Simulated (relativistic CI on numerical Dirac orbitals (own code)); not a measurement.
## Radial parameters of Yb²¹⁺

Computed by Dirac-Coulomb-Breit CI, separate exchange-only KLI orbitals for each configuration, model QED (radiative potential, 1s self-energy scaled to tabulated hydrogen-like ionisation energies), unscaled Slater integrals (own radial code, finite nucleus).

Slater integrals F^k, G^k are unscaled and averaged over j, outside the closed core [Ar] 3d10 4s2; ζ comes from projecting the Hamiltonian with its Breit term on Σ l·s of the shell.

- 4p6 4d10 4f3: F^2(4f,4f) = 202060, F^4(4f,4f) = 130900, F^6(4f,4f) = 95453, ζ(4f) = 4977.7 cm⁻¹; <r>(4f) = 0.5113, <r^2>(4f) = 0.3022 (bohr units).
- 4p6 4d10 4f2 5s: F^2(4f,4f) = 204700, F^4(4f,4f) = 132710, F^6(4f,4f) = 96806, ζ(4f) = 5141.7, G^3(4f,5s) = 31355 cm⁻¹; <r>(4f) = 0.5056, <r^2>(4f) = 0.2955, <r>(5s) = 0.898, <r^2>(5s) = 0.8979 (bohr units).
- 4p6 4d10 4f 5s2: ζ(4f) = 5308.1 cm⁻¹; <r>(4f) = 0.4995, <r^2>(4f) = 0.288 (bohr units).

Averages of the first 10 configurations, taken without configuration mixing, which lowers the lowest level and can move excited configurations by several eV; other configurations of the list can lie among them:

| Configuration | Parity | States | Average energy above the lowest level (eV) |
| --- | --- | --- | --- |
| 4p6 4d10 4f3 | odd | 364 | 9.7 |
| 4p6 4d10 4f2 5s | even | 182 | 70.7 |
| 4p6 4d10 4f 5s2 | odd | 14 | 140.4 |
| 4p6 4d10 4f2 5p | odd | 546 | 118.6 |
| 4p6 4d9 4f4 | even | 10010 | 198.9 |
| 4p6 4d10 4f 5s 5p | even | 168 | 185.8 |
| 4p6 4d10 4f 5p2 | odd | 210 | 236.2 |
| 4p6 4d10 4f 5s 5d | odd | 280 | 254.4 |
| 4p6 4d10 4f2 5d | even | 910 | 185.0 |
| 4p6 4d10 4f 5p 5d | even | 840 | 302.7 |
